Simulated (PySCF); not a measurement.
Compound: C2H11FNSi3 (doublet state).
Atom-mapped SMILES: `[CH3:1][SiH2:2][SiH2:3][C:4]([F:5])[SiH2:6][NH2:7]` (hydrogens: H8, H9, H10 on C1; H11, H12 on Si2; H13, H14 on Si3; H15, H16 on Si6; H17, H18 on N7)

Structure used (GFN2-xTB), in Å, numbered top down from 1:
```
atom  x, y, z in Å
C1    -1.9011    0.7263   -0.8620
Si2   -2.1062   -0.9955   -0.0868
Si3   -0.2213   -1.5370    1.1814
C4     1.0465   -0.1817    1.0800
F5     0.8434    0.8518    1.9571
Si6    2.3333    0.1893   -0.2368
N7     1.7108    1.5093   -1.1665
H8    -0.9757    0.7904   -1.4287
H9    -1.8657    1.4942   -0.0934
H10   -2.7224    0.9698   -1.5305
H11   -2.3294   -1.9723   -1.1645
H12   -3.3410   -0.9908    0.7166
H13   -0.5625   -1.7489    2.5951
H14    0.4527   -2.7419    0.6838
H15    3.6258    0.4561    0.4174
H16    2.4139   -0.9474   -1.1506
H17    2.2395    1.8266   -1.9636
H18    1.3509    2.3079   -0.6663
```

The hyperfine couplings belong to this conformer and change with its torsions.

Computed, not measured: UKS B3LYP, pcH-1 on C F H N Si, non-relativistic, mean-field spin-orbit, GIAO in PySCF 2.14.0. One conformer (not necessarily the lowest) at the GFN2-xTB geometry, without solvent, vibrations or thermal averaging. The geometry wasn't refined by DFT: couplings that depend on bond lengths, twists or pyramidal angles can differ widely from those at the functional's own minimum. Stability of the SCF solution: not tested.

The isotropic 13C couplings are +97.6, -0.7 MHz. Assign them to C1; C4.

```json
{"site": "C1", "a_iso (MHz)": "-0.7", "ρ(0) (bohr⁻³)": "-0.0006", "position": "3 bonds from C4", "distance from C4 (Å)": "3.64", "spin population": "0.00", "largest |T| (MHz)": "0.8"}
{"site": "C4", "a_iso (MHz)": "+97.6", "ρ(0) (bohr⁻³)": "+0.0867", "position": "largest spin population", "distance from C4 (Å)": "0.00", "spin population": "+0.88", "largest |T| (MHz)": "146.5"}
```

The isotropic 29Si couplings are -61.5, +41.4, +28.0 MHz. Assign them to Si2; Si3; Si6.

```tsv
site	a_iso (MHz)	ρ(0) (bohr⁻³)	position	distance from C4 (Å)	spin population	largest |T| (MHz)
Si2	-61.5	+0.0693	2 bonds from C4	3.46	+0.06	13.4
Si3	+41.4	-0.0467	1 bond from C4	1.86	-0.05	2.6
Si6	+28.0	-0.0315	1 bond from C4	1.88	-0.01	4.0
```

ρ(0) is the spin density at the nucleus and T the dipolar tensor; a_iso includes a spin–orbit part; entries for several nuclei are means. Largest spin populations (Mulliken): C4 (+0.88) and F5 (+0.07). C4 is the only atom above +0.15. The angles at C4 add up to 358.6°, so it is planar.

Class means assume fast exchange of nuclei equivalent by connectivity; if that motion is slow, each nucleus keeps its own coupling. The 1H value of +8.8 MHz is a mean of couplings from -3.9 to 21.5 MHz in this one geometry, not an average over conformers. The 1H value of +22.0 MHz is a mean of couplings from 16.1 to 28.0 MHz in this one geometry, not an average over conformers.
